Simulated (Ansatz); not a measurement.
Ansatz (a first-principles code) input (B3LYP-D3(BJ)/def2-TZVP):

Ansatz 0.2 input:
```yaml
crystal:
  periodic: [false, false, false]
  atoms:
    - {symbol: Ge, position_ang: [-0.00000000, -0.00000000, -1.50938001]}
    - {symbol: I, position_ang: [0.00000000, 0.00000000, 0.91132378]}
basis:
  gaussian:
    orbitals: def2-TZVP
hamiltonian:
  xc: b3lyp
  dispersion: d3bj
total_charge: 1
phonons: {temperatures: {t_min: 298.15, t_max: 298.15, t_step: 100}}
```

Output:

```
Functional definition: B3LYP
integrals: 0.03 GiB planned
800 factors; their error is unknown
mean field: 0.30 GiB planned
mean field evaluation 1: about -64612.5323 eV, gradient 3.1e1 eV
mean field evaluation 2: about -64572.0281 eV, gradient 1.1e2 eV
mean field evaluation 4: about -64615.4852 eV, gradient 7.3e0 eV
mean field evaluation 8: about -64616.0348 eV, gradient 5.8e-1 eV
mean field evaluation 16: about -64616.0350 eV, gradient 2.3e-5 eV
mean field -64616.03498305 eV, -2374.5954873055 hartree, gradient 2.3e-5 eV, S^2 0.000000; 0 other end points of the search recorded, 0 dependent functions left out
the calculation of the forces begins
reference -64616.03516880 eV, -2374.5954941317 hartree; 28, 28 occupied and 70, 70 virtual orbitals, 800 factors
these checks for a lower state are left out or cut short: stability, starts, cluster_reference, orbital_swaps, neighbouring_geometries, increment
integrals: 0.03 GiB planned
800 factors; their error is unknown
mean field: 0.30 GiB planned
mean field -64616.03498306 eV, -2374.5954873057 hartree, gradient 5.8e-7 eV, S^2 0.000000; 0 other end points of the search recorded, 0 dependent functions left out
the calculation of the forces begins
reference -64616.03516881 eV, -2374.5954941319 hartree; 28, 28 occupied and 70, 70 virtual orbitals, 800 factors
these checks for a lower state are left out or cut short: stability, starts, cluster_reference, orbital_swaps, neighbouring_geometries, increment
integrals: 0.03 GiB planned
800 factors; their error is unknown
mean field: 0.30 GiB planned
mean field evaluation 32: about -64616.0350 eV, gradient 5.8e-7 eV
mean field -64616.03498306 eV, -2374.5954873057 hartree, gradient 5.8e-7 eV, S^2 0.000000; 0 other end points of the search recorded, 0 dependent functions left out
the calculation of the forces begins
reference -64616.03516881 eV, -2374.5954941319 hartree; 28, 28 occupied and 70, 70 virtual orbitals, 800 factors
these checks for a lower state are left out or cut short: stability, starts, cluster_reference, orbital_swaps, neighbouring_geometries, increment
integrals: 0.03 GiB planned
800 factors; their error is unknown
mean field: 0.30 GiB planned
mean field -64616.03498306 eV, -2374.5954873057 hartree, gradient 5.8e-7 eV, S^2 0.000000; 0 other end points of the search recorded, 0 dependent functions left out
the calculation of the forces begins
reference -64616.03516881 eV, -2374.5954941319 hartree; 28, 28 occupied and 70, 70 virtual orbitals, 800 factors
these checks for a lower state are left out or cut short: stability, starts, cluster_reference, orbital_swaps, neighbouring_geometries, increment
integrals: 0.03 GiB planned
800 factors; their error is unknown
mean field: 0.30 GiB planned
mean field -64616.03498306 eV, -2374.5954873057 hartree, gradient 5.8e-7 eV, S^2 0.000000; 0 other end points of the search recorded, 0 dependent functions left out
the calculation of the forces begins
reference -64616.03516881 eV, -2374.5954941319 hartree; 28, 28 occupied and 70, 70 virtual orbitals, 800 factors
these checks for a lower state are left out or cut short: stability, starts, cluster_reference, orbital_swaps, neighbouring_geometries, increment
integrals: 0.03 GiB planned
800 factors; their error is unknown
mean field: 0.30 GiB planned
mean field -64616.03492605 eV, -2374.5954852107 hartree, gradient 5.8e-7 eV, S^2 0.000000; 0 other end points of the search recorded, 0 dependent functions left out
the calculation of the forces begins
reference -64616.03511178 eV, -2374.5954920361 hartree; 28, 28 occupied and 70, 70 virtual orbitals, 800 factors
these checks for a lower state are left out or cut short: stability, starts, cluster_reference, orbital_swaps, neighbouring_geometries, increment
integrals: 0.03 GiB planned
800 factors; their error is unknown
mean field: 0.30 GiB planned
mean field evaluation 64: about -64616.0349 eV, gradient 5.8e-7 eV
mean field -64616.03494723 eV, -2374.5954859890 hartree, gradient 5.8e-7 eV, S^2 0.000000; 0 other end points of the search recorded, 0 dependent functions left out
the calculation of the forces begins
reference -64616.03513299 eV, -2374.5954928158 hartree; 28, 28 occupied and 70, 70 virtual orbitals, 800 factors
these checks for a lower state are left out or cut short: stability, starts, cluster_reference, orbital_swaps, neighbouring_geometries, increment
integrals: 0.03 GiB planned
800 factors; their error is unknown
mean field: 0.30 GiB planned
mean field -64616.03498306 eV, -2374.5954873057 hartree, gradient 5.8e-7 eV, S^2 0.000000; 0 other end points of the search recorded, 0 dependent functions left out
the calculation of the forces begins
reference -64616.03516881 eV, -2374.5954941319 hartree; 28, 28 occupied and 70, 70 virtual orbitals, 800 factors
these checks for a lower state are left out or cut short: stability, starts, cluster_reference, orbital_swaps, neighbouring_geometries, increment
integrals: 0.03 GiB planned
800 factors; their error is unknown
mean field: 0.30 GiB planned
mean field -64616.03498306 eV, -2374.5954873057 hartree, gradient 5.8e-7 eV, S^2 0.000000; 0 other end points of the search recorded, 0 dependent functions left out
the calculation of the forces begins
reference -64616.03516881 eV, -2374.5954941319 hartree; 28, 28 occupied and 70, 70 virtual orbitals, 800 factors
these checks for a lower state are left out or cut short: stability, starts, cluster_reference, orbital_swaps, neighbouring_geometries, increment
integrals: 0.03 GiB planned
800 factors; their error is unknown
mean field: 0.30 GiB planned
mean field -64616.03498306 eV, -2374.5954873057 hartree, gradient 5.8e-7 eV, S^2 0.000000; 0 other end points of the search recorded, 0 dependent functions left out
the calculation of the forces begins
reference -64616.03516881 eV, -2374.5954941319 hartree; 28, 28 occupied and 70, 70 virtual orbitals, 800 factors
these checks for a lower state are left out or cut short: stability, starts, cluster_reference, orbital_swaps, neighbouring_geometries, increment
integrals: 0.03 GiB planned
800 factors; their error is unknown
mean field: 0.30 GiB planned
mean field evaluation 96: about -64616.0350 eV, gradient 5.8e-7 eV
mean field -64616.03498306 eV, -2374.5954873057 hartree, gradient 5.8e-7 eV, S^2 0.000000; 0 other end points of the search recorded, 0 dependent functions left out
the calculation of the forces begins
reference -64616.03516881 eV, -2374.5954941319 hartree; 28, 28 occupied and 70, 70 virtual orbitals, 800 factors
these checks for a lower state are left out or cut short: stability, starts, cluster_reference, orbital_swaps, neighbouring_geometries, increment
integrals: 0.03 GiB planned
800 factors; their error is unknown
mean field: 0.30 GiB planned
mean field -64616.03494723 eV, -2374.5954859890 hartree, gradient 5.8e-7 eV, S^2 0.000000; 0 other end points of the search recorded, 0 dependent functions left out
the calculation of the forces begins
reference -64616.03513299 eV, -2374.5954928158 hartree; 28, 28 occupied and 70, 70 virtual orbitals, 800 factors
these checks for a lower state are left out or cut short: stability, starts, cluster_reference, orbital_swaps, neighbouring_geometries, increment
integrals: 0.03 GiB planned
800 factors; their error is unknown
mean field: 0.30 GiB planned
mean field -64616.03492605 eV, -2374.5954852107 hartree, gradient 5.8e-7 eV, S^2 0.000000; 0 other end points of the search recorded, 0 dependent functions left out
the calculation of the forces begins
reference -64616.03511178 eV, -2374.5954920361 hartree; 28, 28 occupied and 70, 70 virtual orbitals, 800 factors
Total energy: -64616.14022007 eV, -2374.5993546945 hartree
Atom 0 at    -0.000000    -0.000000    -1.509380 Å, force    -0.000000    -0.000000    -0.000003 eV/Å
Atom 1 at     0.000000     0.000000     0.911324 Å, force     0.000000     0.000000     0.000003 eV/Å
Dipole moment:    -0.000000     0.000000    -0.713245 e Å
Vibrations: 295.80 cm⁻¹, zero-point energy 0.018337 eV
```
